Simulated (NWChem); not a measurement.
All runs are NWChem calculations. System: F$_{2}$Pb, charge 0, spin multiplicity 1, at a geometry optimised with B3LYP/def2-SVP with def2 effective core potentials on Pb. The structure started from a generated list of species. Level: PBE/def2-TZVP with def2 effective core potentials on Pb.

Job file:

```
start mol
memory heap 200 mb stack 900 mb global 1100 mb
geometry units angstroms nocenter noautoz
  Pb     0.000000     0.000000     0.247184
  F      1.539117     0.000000    -1.126062
  F     -1.539117     0.000000    -1.126062
  symmetry group C2v
end
basis spherical
  * library def2-tzvp
end
ecp
  Pb library def2-ecp
end
dft
  xc xpbe96 cpbe96
  semidirect memsize 60000000 filesize 0
  iterations 100
end
task dft energy
```

Part of the output:

```
             Northwest Computational Chemistry Package (NWChem) 7.3.0
             --------------------------------------------------------

                                NWChem Input Module
                                -------------------

 Scaling coordinates for geometry "geometry" by  1.889725989
 (inverse scale =  0.529177249)

 Turning off AUTOSYM since
 SYMMETRY directive was detected!

                             Geometry "geometry" -> ""
                             -------------------------

 Output coordinates in angstroms (scale by  1.889725989 to convert to a.u.)

  No.       Tag          Charge          X              Y              Z
 ---- ---------------- ---------- -------------- -------------- --------------
    1 Pb                  82.0000     0.00000000     0.00000000     0.24718400
    2 F                    9.0000     1.53911700     0.00000000    -1.12606200
    3 F                    9.0000    -1.53911700     0.00000000    -1.12606200

 Effective nuclear repulsion energy (a.u.)     392.5884499562

            Nuclear Dipole moment (a.u.)
            ----------------------------
        X                 Y               Z
 ---------------- ---------------- ----------------
     0.0000000000     0.0000000000    -0.0000529123

      Symmetry information
      --------------------

 Group name             C2v
 Group number             16
 Group order               4
 No. of unique centers     2

      Symmetry unique atoms

     1    2


 Summary of "ao basis" -> "" (spherical)
 ------------------------------------------------------------------------------
       Tag                 Description            Shells   Functions and Types
 ---------------- ------------------------------  ------  ---------------------
 *                         def2-tzvp                  on all atoms

 Summary of "ao basis" -> "ao basis" (spherical)
 ------------------------------------------------------------------------------
       Tag                 Description            Shells   Functions and Types
 ---------------- ------------------------------  ------  ---------------------
 Pb                        def2-tzvp                16       50   6s5p3d2f
 F                         def2-tzvp                11       31   5s3p2d1f

 Summary of "ao basis" -> "ao basis" (spherical)
 ------------------------------------------------------------------------------
       Tag                 Description            Shells   Functions and Types
 ---------------- ------------------------------  ------  ---------------------
 Pb                        def2-tzvp                16       50   6s5p3d2f
 F                         def2-tzvp                11       31   5s3p2d1f

      Symmetry analysis of basis
      --------------------------

        a1         42
        a2         15
        b1         33
        b2         22

            General Information
            -------------------
          SCF calculation type: DFT
          Wavefunction type:  closed shell.
          No. of atoms     :     3
          No. of electrons :    40
           Alpha electrons :    20
            Beta electrons :    20
          Charge           :     0
          Spin multiplicity:     1
          Use of symmetry is: on ; symmetry adaption is: on
          Maximum number of iterations: 100
          AO basis - number of functions:   112
                     number of shells:    38
          Convergence on energy requested:  1.00D-06
          Convergence on density requested:  1.00D-05
[...]
 d= 0,ls=0.0,diis     6   -392.5817052933 -1.01D-04  8.59D-05  9.63D-05     4.0
 d= 0,ls=0.0,diis     7   -392.5817137683 -8.48D-06  5.49D-05  1.10D-05     4.3
 d= 0,ls=0.0,diis     8   -392.5817066243  7.14D-06  3.38D-05  9.53D-05     4.6
 d= 0,ls=0.0,diis     9   -392.5817148639 -8.24D-06  7.57D-06  6.30D-07     4.8
 d= 0,ls=0.0,diis    10   -392.5817149106 -4.67D-08  1.08D-06  7.36D-08     5.1

         Total DFT energy =     -392.581714910559
      One electron energy =     -846.707236852004
           Coulomb energy =      375.462310666836
    Exchange-Corr. energy =      -36.854171747179
 Nuclear repulsion energy =      115.517383021789

 Numeric. integr. density =       39.999989319104

     Total iterative time =      4.3s

                  Occupations of the irreducible representations
                  ----------------------------------------------

                     irrep           alpha         beta
                     --------     --------     --------
                     a1                9.0          9.0
                     a2                2.0          2.0
                     b1                6.0          6.0
                     b2                3.0          3.0

                       DFT Final Molecular Orbital Analysis
                       ------------------------------------

 Vector   18  Occ=2.000000D+00  E=-2.980789D-01  Symmetry=a2
              MO Center=  7.9D-14, -3.0D-16, -1.1D+00, r^2= 2.9D+00
   Bfn.  Coefficient  Atom+Function         Bfn.  Coefficient  Atom+Function
  ----- ------------  ---------------      ----- ------------  ---------------
    57      0.352544  2 F  py                88     -0.352544  3 F  py
    60      0.278052  2 F  py                91     -0.278052  3 F  py
    63      0.214085  2 F  py                94     -0.214085  3 F  py
    22     -0.088938  1 Pb d -2              32      0.039759  1 Pb d -2
    38     -0.030119  1 Pb f -2

 Vector   19  Occ=2.000000D+00  E=-2.913638D-01  Symmetry=b1
              MO Center=  1.6D-14, -3.2D-16, -1.1D+00, r^2= 2.9D+00
   Bfn.  Coefficient  Atom+Function         Bfn.  Coefficient  Atom+Function
  ----- ------------  ---------------      ----- ------------  ---------------
    56      0.307611  2 F  px                87      0.307611  3 F  px
    59      0.243478  2 F  px                90      0.243478  3 F  px
    58      0.180329  2 F  pz                62      0.179657  2 F  px
    89     -0.180329  3 F  pz                93      0.179657  3 F  px
    61      0.142180  2 F  pz                92     -0.142180  3 F  pz

 Vector   20  Occ=2.000000D+00  E=-2.786835D-01  Symmetry=a1
              MO Center=  1.3D-14, -4.6D-15, -6.2D-01, r^2= 3.4D+00
   Bfn.  Coefficient  Atom+Function         Bfn.  Coefficient  Atom+Function
  ----- ------------  ---------------      ----- ------------  ---------------
     6      0.324009  1 Pb s                 58     -0.311537  2 F  pz
    89     -0.311537  3 F  pz                 5      0.289689  1 Pb s
     3     -0.267900  1 Pb s                 61     -0.247271  2 F  pz
    92     -0.247271  3 F  pz                64     -0.186594  2 F  pz
    95     -0.186594  3 F  pz                12     -0.171377  1 Pb pz

 Vector   21  Occ=0.000000D+00  E=-1.291282D-01  Symmetry=b2
              MO Center=  2.0D-15, -3.5D-15,  2.9D-01, r^2= 3.5D+00
   Bfn.  Coefficient  Atom+Function         Bfn.  Coefficient  Atom+Function
  ----- ------------  ---------------      ----- ------------  ---------------
    17      0.558971  1 Pb py                11     -0.419134  1 Pb py
    14      0.351272  1 Pb py                20      0.273608  1 Pb py
    57     -0.131616  2 F  py                88     -0.131616  3 F  py
    63     -0.104301  2 F  py                94     -0.104301  3 F  py
    60     -0.099752  2 F  py                91     -0.099752  3 F  py

 Vector   22  Occ=0.000000D+00  E=-5.504310D-02  Symmetry=b1
              MO Center=  1.4D-14,  6.9D-16,  5.0D-01, r^2= 4.8D+00
   Bfn.  Coefficient  Atom+Function         Bfn.  Coefficient  Atom+Function
  ----- ------------  ---------------      ----- ------------  ---------------
    19      0.567210  1 Pb px                16      0.347924  1 Pb px
    10     -0.332430  1 Pb px                13      0.297805  1 Pb px
    35     -0.203728  1 Pb d  1              25      0.152574  1 Pb d  1
    58     -0.133631  2 F  pz                89      0.133631  3 F  pz
    61     -0.108555  2 F  pz                92      0.108555  3 F  pz

 Vector   23  Occ=0.000000D+00  E=-4.936324D-02  Symmetry=a1
              MO Center=  1.7D-15,  2.2D-15,  3.7D-01, r^2= 5.0D+00
   Bfn.  Coefficient  Atom+Function         Bfn.  Coefficient  Atom+Function
  ----- ------------  ---------------      ----- ------------  ---------------
    21      0.591635  1 Pb pz                 5     -0.431691  1 Pb s
    18      0.333950  1 Pb pz                12     -0.306400  1 Pb pz
    15      0.270974  1 Pb pz                 3      0.211280  1 Pb s
    34      0.153595  1 Pb d  0              56     -0.146120  2 F  px
    87      0.146120  3 F  px                 2     -0.129105  1 Pb s

 center of mass
 --------------
 x =   0.00000000 y =   0.00000000 z =   0.06623772

 moments of inertia (a.u.)
 ------------------
         216.355385272795           0.000000000000           0.000000000000
           0.000000000000         537.786537196946           0.000000000000
           0.000000000000           0.000000000000         321.431151924152

     Multipole analysis of the density
     ---------------------------------

     L   x y z        total         alpha         beta         nuclear
     -   - - -        -----         -----         ----         -------
     0   0 0 0     -0.000000    -20.000000    -20.000000     40.000000

     1   1 0 0     -0.000000     -0.000000     -0.000000      0.000000
     1   0 1 0     -0.000000     -0.000000     -0.000000      0.000000
     1   0 0 1      1.861950     14.944302     14.944302    -28.026655

     2   2 0 0    -32.937535    -92.603609    -92.603609    152.269684
     2   1 1 0      0.000000      0.000000      0.000000      0.000000
     2   1 0 1     -0.000000     -0.000000     -0.000000      0.000000
     2   0 2 0    -24.196730    -12.098365    -12.098365      0.000000
     2   0 1 1      0.000000      0.000000      0.000000      0.000000
     2   0 0 2    -29.775676    -58.041436    -58.041436     86.307196

 Task  times  cpu:        5.1s     wall:        5.1s

 Total times  cpu:        5.2s     wall:        5.2s
```
